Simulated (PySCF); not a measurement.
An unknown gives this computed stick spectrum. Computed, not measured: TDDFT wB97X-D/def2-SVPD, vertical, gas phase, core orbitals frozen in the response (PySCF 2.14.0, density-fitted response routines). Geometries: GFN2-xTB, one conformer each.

| state | E (eV) | f |
| --- | --- | --- |
| S1 | 6.24 | 0.0054 |
| S2 | 6.45 | 0.028 |
| S3 | 7.33 | 0.030 |
| S4 | 7.44 | 0.015 |
| S5 | 7.64 | 0.0075 |
| S6 | 7.78 | 0.039 |
| S7 | 7.86 | 0.021 |
| S8 | 8.08 | 0.011 |

Question: Which candidate is it?
A. `CO[Si@H](N)[SiH3]`
B. `[H]/N=C(/C)OC`
C. `COCC(=O)O`

Answer: A. Its S1 lies at 6.24 eV; the nearest of the others has S1 at 6.55 eV. S1 is HOMO→LUMO (85%). Löwdin shares by element: HOMO nitrogen 44%, silicon 26%, hydrogen 12% or more (atoms not listed hold the other 18%); LUMO silicon 44%, nitrogen 9%, hydrogen 9% or more (atoms not listed hold the other 39%). At the same level the other candidates give, for their lowest levels:
- `COCC(=O)O`: 5.83 eV (f 0.001); 7.20 eV (f 0.006); 7.51 eV (f 0.031); 7.91 eV (f 0.037); 8.59 eV (f 0.012); T1 5.36 eV; HOMO -9.60, LUMO 1.76 eV
- `[H]/N=C(/C)OC`: 6.55 eV (f 0.006); 7.76 eV (f 0.036); 7.79 eV (f 0.027); 8.04 eV (f 0.186); 8.62 eV (f 0.022); T1 5.66 eV; HOMO -9.68, LUMO 2.23 eV

Shape of the structure used: `[CH3:1][O:2][Si@H:3]([NH2:4])[SiH3:5]`: C1–O2–Si3–N4 -59°, H–N4–Si3–O2 53°, H–N4–Si3–O2 -168°.
Triplets come from the Tamm–Dancoff approximation.
